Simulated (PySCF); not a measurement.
Compound: C3H6BF2N.
Numbering: `[H]/[N:1]=[CH:2]\[CH2:3][CH2:4][B:5]([F:6])[F:7]` (hydrogens: H8 on N1; H9 on C2; H10, H11 on C3; H12, H13 on C4)

Cartesian coordinates in Å at the PBE0-D3(BJ)/def2-SVP level; atoms count from 1:
```
atom  x, y, z in Å
N1    -2.7461    0.5267    0.2067
C2    -1.7284    0.0220   -0.3522
C3    -0.2990    0.4716   -0.2625
C4     0.6474   -0.6530    0.1503
B5     2.1563   -0.2627    0.2167
F6     2.5899    0.9355   -0.1317
F7     3.0691   -1.1226    0.6276
H8    -2.4685    1.3385    0.7732
H9    -1.8955   -0.8677   -0.9893
H10   -0.2250    1.3210    0.4373
H11    0.0057    0.8595   -1.2512
H12    0.3645   -1.0688    1.1344
H13    0.5647   -1.5130   -0.5404
```

Linear response at wB97X-D/def2-SVPD (PySCF, frozen core in the response, non-relativistic).

Static isotropic polarisability: 57.20 au (8.48 Å³), principal values 47.5, 53.5, 70.6 au.

Problem. What is the polarisability at 1064 nm and at the sodium D line?

Solution. 57.59 au at 1064 nm (+0.7 %), 58.50 au at 589.3 nm (+2.3 %). The rise at 589.3 nm is 3.34 times that at 1064 nm; a pure ω² law gives 3.26. The lowest singlet lies at 230 nm, shorter than both wavelengths.

Problem. What is the isotropic C6 coefficient between two such molecules, C6 = (3/π)∫α(iω)² dω?

Solution. 1514 au (Eh·bohr⁶) by a ten-point quadrature over imaginary frequencies, which is 905 eV·Å⁶ or 87.3 J·nm⁶/mol.

Problem. Which effective excitation energy ω̄ makes London's formula C6 = (3/4)α²ω̄ exact here?

Solution. ω̄ = 4·C6/(3α²) = 0.617 Eh = 16.8 eV. A one-pole form α(ω) = α/(1 − ω²/ω̄²) fitted to the 1064 nm value gives 14.2 eV. London's choice of the ionisation energy (10.11 eV, ΔSCF at the same level) gives C6 = 912 au, 40 % too low.

Problem. What molar refraction at the D line follows from R = (4π/3)·N_A·α′, with α′ the polarisability volume?

Solution. α′ = 8.67 Å³ gives R = 21.87 cm³/mol, for isolated, non-vibrating species.

Problem. How anisotropic is the static polarisability, by Δα² = ½[(α1 − α2)² + (α2 − α3)² + (α3 − α1)²]?

Solution. Δα = 20.7 au, or 0.36 of the isotropic value.

Problem. What three-body coefficient follows from the one-pole estimate C9 = (3/4)·α·C6?

Solution. 65000 au. This is an estimate from the two numbers above, not a computed integral.

Problem. What n − 1 at the D line would an ideal gas of it have at 273.15 K and 1 atm (2.6868 × 10¹⁹ cm⁻³), by n − 1 = 2π·N·α′?

Solution. 14.64 × 10⁻⁴, a formal value whether or not that pressure can be reached.

One conformer stands for the species.

wB97X-D is run here without its empirical dispersion term; that term would change no orbital, density or response property at a fixed geometry.
